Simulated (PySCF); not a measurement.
C2H6BFO. Atoms are numbered in the order given.

```xyz
11

B     -1.0400     0.9618    -0.1475
H     -2.1642     1.3198    -0.3803
F     -0.0155     1.7626    -0.4574
O     -0.8253    -0.2323     0.4218
C      0.4820    -0.7345     0.7127
C      1.0280    -1.5377    -0.4552
H      1.1593     0.0981     0.9633
H      0.3771    -1.3691     1.6061
H      1.1750    -0.8957    -1.3378
H      1.9996    -1.9843    -0.1910
H      0.3349    -2.3489    -0.7262
```
Charge 0, spin multiplicity 1.

Coordinates come from a B3LYP-D3(BJ)/def2-SVP optimisation. The structure was generated by enumeration, and PubChem lists no compound with its InChIKey, so it may never have been made. One conformer was computed; it need not be the lowest.

Computed with ωB97X/def2-TZVP (PySCF).

ESP charges are fitted to the potential on shells at 1.4 to 2.0 van der Waals radii. Atomic charges (e):

| atom | ESP fit | Löwdin | IAO |
|---|---|---|---|
| B1 | 0.53 | -0.73 | 0.51 |
| H2 | -0.11 | 0.04 | -0.02 |
| F3 | -0.27 | 0.30 | -0.34 |
| O4 | -0.48 | 0.35 | -0.41 |
| C5 | 0.36 | -0.29 | -0.03 |
| C6 | -0.49 | -0.31 | -0.42 |
| H7 | 0.01 | 0.13 | 0.13 |
| H8 | 0.02 | 0.13 | 0.15 |
| H9 | 0.15 | 0.13 | 0.14 |
| H10 | 0.11 | 0.13 | 0.15 |
| H11 | 0.15 | 0.13 | 0.15 |

Computed Mayer and Wiberg (Löwdin basis) orders of the bonds:
| bond | Mayer | Wiberg |
|---|---|---|
| B1–H2 | 0.98 | 0.92 |
| B1–F3 | 1.15 | 2.06 |
| B1–O4 | 1.36 | 1.97 |
| O4–C5 | 0.88 | 1.32 |
| C5–C6 | 0.98 | 1.32 |
| C5–H7 | 0.98 | 0.87 |
| C5–H8 | 0.97 | 0.88 |
| C6–H9 | 0.97 | 0.90 |
| C6–H10 | 0.97 | 0.90 |
| C6–H11 | 0.97 | 0.90 |
